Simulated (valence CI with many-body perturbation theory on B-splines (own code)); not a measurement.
Results of a calculation; reference values are marked as such.
# Level structure of Zr VIII

Level of theory: valence CI with perturbative core correlation (CI+MBPT): five valence electrons over a frozen Dirac-Fock core [Ar] 3d10, radial functions for each j: 9 s, 9 p, 8 d, 6 f, 3 g, 1 h, with the one-electron correlation potential Σ1 (screened to all orders), the two-electron term Σ2, the three-electron term Σ3, Breit, model QED; selected single and double excitations, second order for the rest, scaled by the run's own slope (own B-spline code, finite nucleus).

No measured spectrum was set against this ion. As an estimate, levels hold to about 250 cm⁻¹ or 0.2 % of their energy and the worst to 1 %, as in measured heavy ions of charge 2 to 7; those with d or f electrons hold less well. Among the levels kept, up to 1700 cm⁻¹ of a level comes from second order outside the variational space, and about a tenth of that is noise between levels of different J, which matters for small intervals.

Levels 1 to 32 of 32, with energies above the lowest level, 4s²4p³ ⁴S°_3/2. "Leading %" is the weight of the configuration and term that name the level; weights of strongly mixed levels are sums over their largest components and can fall short, so below about 35 % the name and the second component can differ from the true leading terms, or belong to a minority configuration. In the jj column 3d3/2^4 stands for four electrons in 3d with j = 3/2.

| No. | Configuration | Term | J | E (cm⁻¹) | Leading % | g | Second component | Leading jj |
| --- | --- | --- | --- | --- | --- | --- | --- | --- |
| 1 | 4s²4p³ | ⁴S° | 3/2 | 0 | 88 | 1.932 | 7 % 4s²4p³ ²P° | 4s^2 4p1/2^2 4p3/2 (49 %) |
| 2 | 4s²4p³ | ²D° | 3/2 | 23305 | 77 | 0.943 | 14 % 4s²4p³ ²P° | 4s^2 4p1/2 4p3/2^2 (57 %) |
| 3 | 4s²4p³ | ²D° | 5/2 | 29069 | 97 | 1.200 |  | 4s^2 4p1/2 4p3/2^2 (97 %) |
| 4 | 4s²4p³ | ²P° | 1/2 | 46595 | 96 | 0.665 |  | 4s^2 4p1/2 4p3/2^2 (96 %) |
| 5 | 4s²4p³ | ²P° | 3/2 | 55784 | 74 | 1.260 | 18 % 4s²4p³ ²D° | 4s^2 4p3/2^3 (86 %) |
| 6 | 4s4p⁴ | ⁴P | 5/2 | 188150 | 88 | 1.588 | 6 % 4s²4p²4d ⁴P | 4s 4p1/2^2 4p3/2^2 (74 %) |
| 7 | 4s4p⁴ | ⁴P | 3/2 | 198270 | 89 | 1.721 | 7 % 4s²4p²4d ⁴P | 4s 4p1/2 4p3/2^3 (73 %) |
| 8 | 4s4p⁴ | ⁴P | 1/2 | 201920 | 87 | 2.645 | 7 % 4s²4p²4d ⁴P | 4s 4p1/2^2 4p3/2^2 (34 %) |
| 9 | 4s4p⁴ | ²D | 3/2 | 231480 | 78 | 0.833 | 12 % 4s²4p²4d ²D | 4s 4p1/2 4p3/2^3 (47 %) |
| 10 | 4s4p⁴ | ²D | 5/2 | 234450 | 80 | 1.213 | 12 % 4s²4p²4d ²D | 4s 4p1/2 4p3/2^3 (69 %) |
| 11 | 4s4p⁴ | ²S | 1/2 | 265020 | 52 | 1.519 | 25 % 4s4p⁴ ²P | 4s 4p1/2^2 4p3/2^2 (48 %) |
| 12 | 4s4p⁴ | ²P | 3/2 | 266530 | 58 | 1.311 | 34 % 4s²4p²4d ²P | 4s 4p1/2 4p3/2^3 (42 %) |
| 13 | 4s4p⁴ | ²P | 1/2 | 282920 | 35 | 1.159 | 30 % 4s4p⁴ ²S | 4s 4p3/2^4 (46 %) |
| 14 | 4s²4p²4d | ⁴F | 3/2 | 294660 | 86 | 0.473 | 6 % 4s²4p²4d ⁴D | 4s^2 4p1/2^2 4d3/2 (55 %) |
| 15 | 4s²4p²4d | ⁴F | 5/2 | 298760 | 80 | 1.081 | 14 % 4s²4p²4d ⁴D | 4s^2 4p1/2 4p3/2 4d3/2 (47 %) |
| 16 | 4s²4p²4d | ⁴F | 7/2 | 305120 | 85 | 1.254 | 10 % 4s²4p²4d ⁴D | 4s^2 4p1/2 4p3/2 4d5/2 (73 %) |
| 17 | 4s²4p²4d | ²F | 5/2 | 306830 | 71 | 0.968 | 17 % 4s²4p²4d ⁴D | 4s^2 4p1/2 4p3/2 4d3/2 (72 %) |
| 18 | 4s²4p²4d | ⁴D | 1/2 | 310120 | 93 | 0.028 |  | 4s^2 4p1/2 4p3/2 4d3/2 (79 %) |
| 19 | 4s²4p²4d | ²F | 7/2 | 311090 | 48 | 1.262 | 41 % 4s²4p²4d ⁴D | 4s^2 4p1/2 4p3/2 4d5/2 (50 %) |
| 20 | 4s²4p²4d | ⁴D | 3/2 | 311210 | 85 | 1.144 | 7 % 4s²4p²4d ⁴F | 4s^2 4p1/2 4p3/2 4d3/2 (52 %) |
| 21 | 4s²4p²4d | ⁴F | 9/2 | 311820 | 89 | 1.315 | 8 % 4s²4p²4d ²G | 4s^2 4p1/2 4p3/2 4d5/2 (60 %) |
| 22 | 4s²4p²4d | ⁴D | 5/2 | 316350 | 61 | 1.214 | 24 % 4s²4p²4d ²F | 4s^2 4p1/2 4p3/2 4d5/2 (56 %) |
| 23 | 4s²4p²4d | ⁴D | 7/2 | 326520 | 44 | 1.267 | 41 % 4s²4p²4d ²F | 4s^2 4p3/2^2 4d5/2 (81 %) |
| 24 | 4s²4p²4d | ²P | 3/2 | 335700 | 58 | 1.296 | 29 % 4s4p⁴ ²P | 4s^2 4p1/2 4p3/2 4d5/2 (47 %) |
| 25 | 4s²4p²4d | ²G | 7/2 | 338950 | 86 | 0.917 | 8 % 4s²4p²4d ²F | 4s^2 4p1/2 4p3/2 4d3/2 (36 %) |
| 26 | 4s²4p²4d | ²G | 9/2 | 342450 | 88 | 1.129 | 8 % 4s²4p²4d ⁴F | 4s^2 4p3/2^2 4d5/2 (60 %) |
| 27 | 4s²4p²4d | ⁴P | 5/2 | 347020 | 80 | 1.563 | 6 % 4s²4p²4d ²D | 4s^2 4p1/2 4p3/2 4d5/2 (48 %) |
| 28 | 4s²4p²4d | ²P | 1/2 | 348090 | 56 | 0.990 | 22 % 4s4p⁴ ²P | 4s^2 4p3/2^2 4d5/2 (36 %) |
| 29 | 4s²4p²4d | ⁴P | 3/2 | 350140 | 68 | 1.548 | 12 % 4s²4p²4d ²D | 4s^2 4p1/2 4p3/2 4d3/2 (39 %) |
| 30 | 4s²4p²4d | ⁴P | 1/2 | 353770 | 71 | 2.276 | 10 % 4s²4p²4d ²P | 4s^2 4p3/2^2 4d3/2 (49 %) |
| 31 | 4s²4p²4d | ²D | 3/2 | 355870 | 70 | 0.980 | 15 % 4s²4p²4d ⁴P | 4s^2 4p1/2 4p3/2 4d5/2 (38 %) |
| 32 | 4s²4p²4d | ²D | 5/2 | 365270 | 82 | 1.211 | 7 % 4s4p⁴ ²D | 4s^2 4p3/2^2 4d5/2 (28 %) |

Names give the largest LS component (configuration and term), which can be under half, so a name can repeat, a term be missing and a line seem to break the LS rules; names also repeat where a configuration has a term twice.

The ionisation energy to 4s²4p² ³P0 of the next ion comes out as 133.49 eV (NIST: 133.7 ± 0.5 eV (semi-empirical)). All 32 levels together are meant to be complete up to 370030 cm⁻¹.
